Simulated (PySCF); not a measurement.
C4H8OS. Atoms are numbered in the order given.

```xyz
14

C      2.3199    -0.1780    -0.4030
C      0.9762     0.4910    -0.2416
O      0.0000     0.0000    -1.1544
C     -0.9762    -0.4910    -0.2416
C     -2.3199     0.1780    -0.4030
S      0.0000     0.0000     1.2683
H      3.0303     0.1972     0.3506
H      2.2246    -1.2678    -0.2916
H      2.7250     0.0461    -1.4041
H      1.0691     1.5893    -0.3164
H     -1.0691    -1.5893    -0.3164
H     -2.2246     1.2678    -0.2916
H     -3.0303    -0.1972     0.3506
H     -2.7250    -0.0461    -1.4041
```

Geometry optimised at B3LYP-D3(BJ)/def2-SVP. The structure was generated by enumeration; whether it is a known compound was not checked.

The numbers are results of PBE/def2-TZVP run with PySCF, not measurements.

Atomic charges (e):

| atom | Löwdin | meta-Löwdin |
|---|---|---|
| C1 | ? | -0.36 |
| C2 | ? | 0.09 |
| O3 | ? | -0.38 |
| C4 | ? | 0.09 |
| C5 | ? | -0.36 |
| S6 | 0.43 | -0.06 |
| H7 | 0.13 | 0.13 |
| H8 | 0.13 | 0.13 |
| H9 | 0.13 | 0.13 |
| H10 | 0.12 | 0.11 |
| H11 | 0.12 | 0.11 |
| H12 | 0.13 | 0.13 |
| H13 | 0.13 | 0.13 |
| H14 | 0.13 | 0.13 |

Complete the blanks. (An estimate is asked for; the answer gives what the named calculation found.)


- C1, Löwdin: -0.32
- C2, Löwdin: -0.50
- O3, Löwdin: 0.19
- C4, Löwdin: -0.50
- C5, Löwdin: -0.32

Give the Mayer and Wiberg (Löwdin basis) orders of the bonds. (An estimate is asked for; the answer gives what the named calculation found.)


```tsv
bond	Mayer	Wiberg
C1–C2	1.01	1.34
C2–O3	1.00	1.43
O3–C4	1.00	1.43
C4–C5	1.01	1.34
C2–S6	1.03	1.30
C4–S6	1.03	1.30
C1–H7	0.95	0.89
C1–H8	0.96	0.90
C1–H9	0.95	0.89
C2–H10	0.93	0.86
C4–H11	0.93	0.86
C5–H12	0.96	0.90
C5–H13	0.95	0.89
C5–H14	0.95	0.89
```
